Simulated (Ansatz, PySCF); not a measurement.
C₃H₅ClOSi, SMILES Cl[Si@@H]1CC=CO1. Atoms are numbered in the order given.

```xyz
11

Cl     1.8389    -0.0247    -0.9453
Si     0.4336    -0.0716     0.5777
C     -0.9280    -1.3467     0.2826
C     -2.0847    -0.4240    -0.0542
C     -1.8307     0.8879     0.0734
O     -0.5789     1.2893     0.4809
H      1.1687    -0.0638     1.8596
H     -1.1283    -1.9576     1.1816
H     -0.6853    -2.0469    -0.5338
H     -3.0583    -0.7961    -0.3784
H     -2.5274     1.7077    -0.1147
```
Charge 0, spin multiplicity 1.

Geometry: B3LYP-D3(BJ)/def2-SVP. The structure was generated by enumeration; whether it is a known compound was not checked. Other conformers were not sampled.

Two levels are set side by side: PBE-D3(BJ)/def2-SVP (Ansatz, a first-principles code) and B3LYP-D3(BJ)/def2-SVP (Ansatz). Each level has its own optimised geometry; the coordinates shown are those of the second. Frequencies come from the Hessian of PySCF at each geometry. Differences are taken from unrounded values.

```json
[
 {"quantity": "mean bond length (Å)", "B3LYP-D3(BJ)": "1.433"},
 {"quantity": "bond Cl1–Si2 (Å)", "B3LYP-D3(BJ)": "2.073"},
 {"quantity": "bond Si2–C3 (Å)", "B3LYP-D3(BJ)": "1.889"},
 {"quantity": "bond Si2–O6 (Å)", "B3LYP-D3(BJ)": "1.699"},
 {"quantity": "bond C3–C4 (Å)", "B3LYP-D3(BJ)": "1.517"},
 {"quantity": "bond C4–C5 (Å)", "B3LYP-D3(BJ)": "1.342"},
 {"quantity": "bond C5–O6 (Å)", "B3LYP-D3(BJ)": "1.376"},
 {"quantity": "bond Si2–H7 (Å)", "B3LYP-D3(BJ)": "1.478"},
 {"quantity": "bond C3–H8 (Å)", "B3LYP-D3(BJ)": "1.105"},
 {"quantity": "bond C3–H9 (Å)", "B3LYP-D3(BJ)": "1.103"},
 {"quantity": "bond C4–H10 (Å)", "B3LYP-D3(BJ)": "1.092"},
 {"quantity": "bond C5–H11 (Å)", "B3LYP-D3(BJ)": "1.092"},
 {"quantity": "highest harmonic wavenumber (cm⁻¹)", "B3LYP-D3(BJ)": "3220"},
 {"quantity": "mean harmonic wavenumber (cm⁻¹)", "B3LYP-D3(BJ)": "1225"},
 {"quantity": "zero-point energy (kcal/mol)", "B3LYP-D3(BJ)": "47.27"}
]
```

### Question
What does PBE-D3(BJ) give, and how far is it from B3LYP-D3(BJ)? (Estimate from the structure and the level; the computed values follow.)

### Answer

```json
[
 {"quantity": "mean bond length (Å)", "PBE-D3(BJ)": "1.441", "PBE-D3(BJ) minus B3LYP-D3(BJ)": "0.008"},
 {"quantity": "bond Cl1–Si2 (Å)", "PBE-D3(BJ)": "2.078", "PBE-D3(BJ) minus B3LYP-D3(BJ)": "0.005"},
 {"quantity": "bond Si2–C3 (Å)", "PBE-D3(BJ)": "1.894", "PBE-D3(BJ) minus B3LYP-D3(BJ)": "0.005"},
 {"quantity": "bond Si2–O6 (Å)", "PBE-D3(BJ)": "1.716", "PBE-D3(BJ) minus B3LYP-D3(BJ)": "0.017"},
 {"quantity": "bond C3–C4 (Å)", "PBE-D3(BJ)": "1.516", "PBE-D3(BJ) minus B3LYP-D3(BJ)": "-0.002"},
 {"quantity": "bond C4–C5 (Å)", "PBE-D3(BJ)": "1.353", "PBE-D3(BJ) minus B3LYP-D3(BJ)": "0.010"},
 {"quantity": "bond C5–O6 (Å)", "PBE-D3(BJ)": "1.379", "PBE-D3(BJ) minus B3LYP-D3(BJ)": "0.003"},
 {"quantity": "bond Si2–H7 (Å)", "PBE-D3(BJ)": "1.492", "PBE-D3(BJ) minus B3LYP-D3(BJ)": "0.014"},
 {"quantity": "bond C3–H8 (Å)", "PBE-D3(BJ)": "1.113", "PBE-D3(BJ) minus B3LYP-D3(BJ)": "0.008"},
 {"quantity": "bond C3–H9 (Å)", "PBE-D3(BJ)": "1.111", "PBE-D3(BJ) minus B3LYP-D3(BJ)": "0.008"},
 {"quantity": "bond C4–H10 (Å)", "PBE-D3(BJ)": "1.100", "PBE-D3(BJ) minus B3LYP-D3(BJ)": "0.008"},
 {"quantity": "bond C5–H11 (Å)", "PBE-D3(BJ)": "1.101", "PBE-D3(BJ) minus B3LYP-D3(BJ)": "0.009"},
 {"quantity": "highest harmonic wavenumber (cm⁻¹)", "PBE-D3(BJ)": "3152", "PBE-D3(BJ) minus B3LYP-D3(BJ)": "-69"},
 {"quantity": "mean harmonic wavenumber (cm⁻¹)", "PBE-D3(BJ)": "1189", "PBE-D3(BJ) minus B3LYP-D3(BJ)": "-36"},
 {"quantity": "zero-point energy (kcal/mol)", "PBE-D3(BJ)": "45.89", "PBE-D3(BJ) minus B3LYP-D3(BJ)": "-1.38"}
]
```

GGA bonds tend to be longer and softer than those of functionals with exact exchange. Differences between two approximate levels are no errors against the true value.
